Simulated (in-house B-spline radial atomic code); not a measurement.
# B3LYP (VWN-RPA) excitations of neutral beryllium

Method: B3LYP (VWN-RPA). Computed with a B-spline radial code for spherical atoms: linear response of the closed shell [He] 2s2 with the functional's adiabatic kernel; scalar-relativistic (spin-free one-electron X2C), finite nucleus, no spin-orbit coupling, no double excitations, S, P, D and F terms only.

Command:
```bash
python run_td.py task.json out
```
Settings (radii: box in bohr, nucleus in fm):
```
Z                        4
electrons                4
configuration            [He] 2s2
hamiltonian              x2c
method                   b3lyp
box_radius               75
rms_radius               2.519
intervals                79
```

Time taken, with all properties: 0.2 s on 1 thread of AMD EPYC 9R45 96-Core Processor (Zen 5), on a shared host.

The lowest states, in the order of their Tamm-Dancoff energies; the method's threshold (minus the highest occupied level) is 6.320 eV. Labels give the largest channel, * marks a mixed state, and oscillator strengths are full-response dipole values. Measured ¹D terms are left out, since they can mix with doubly excited terms. Semilocal kernels can invert the small singlet-triplet splittings of Rydberg terms. Energies in eV:

```json
{"state": "2s → 2p 3P", "full response": "2.089", "Tamm-Dancoff": "2.432", "oscillator strength": "-", "measured (J-weighted term)": "2.725"}
{"state": "2s → 2p 1P", "full response": "?", "Tamm-Dancoff": "?", "oscillator strength": "?", "measured (J-weighted term)": "?"}
{"state": "2s → 3s 3S", "full response": "?", "Tamm-Dancoff": "?", "oscillator strength": "-", "measured (J-weighted term)": "?"}
{"state": "2s → 3s 1S", "full response": "5.807", "Tamm-Dancoff": "5.817", "oscillator strength": "-", "measured (J-weighted term)": "6.779"}
{"state": "2s → 3p 3P", "full response": "6.061", "Tamm-Dancoff": "6.065", "oscillator strength": "-", "measured (J-weighted term)": "-"}
```

**Question.** Where does 2s → 3s 3S lie?

**Answer.** At 5.625 eV in full response, 5.629 eV in Tamm-Dancoff; measured 6.457 eV.

**Question.** Where does 2s → 2p 1P lie?

**Answer.** At 4.859 eV in full response, 5.115 eV in Tamm-Dancoff, oscillator strength 1.31; measured 5.277 eV.

**Question.** How large is the singlet-triplet splitting of 2s → 2p (P terms) in Tamm-Dancoff?

**Answer.** 2.68 eV, from the unrounded values.

**Question.** What polarisabilities and dispersion coefficient does the method give?

**Answer.** Dipole 43.19 bohr³, quadrupole 354.4 bohr⁵, C6 258.1 hartree·bohr⁶ for two such species. Recommended dipole value: 37.74 ± 0.03 bohr³ (Schwerdtfeger and Nagle, table of static dipole polarizabilities (2023 update)), which includes relativity and correlation.
